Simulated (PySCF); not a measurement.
An element was calculated at PBE (PySCF 2.14, ECP, a double-zeta basis, no spin-orbit coupling), in the ground configurations that NIST lists.

| Item | Value |
| --- | --- |
| electron affinity | 0.993 eV |
| first ionisation energy | 7.812 eV |
| second ionisation energy | 16.968 eV |
| third ionisation energy | 28.528 eV |
| polarisability of the atom | 56.8 bohr³ |

Which element is it?

Ruthenium (Ru, Z = 44), in aug-cc-pVDZ-PP with ECP28MDF. NIST lists 7.361, 16.76 ± 0.06, 28.47 eV for these ionisation energies.
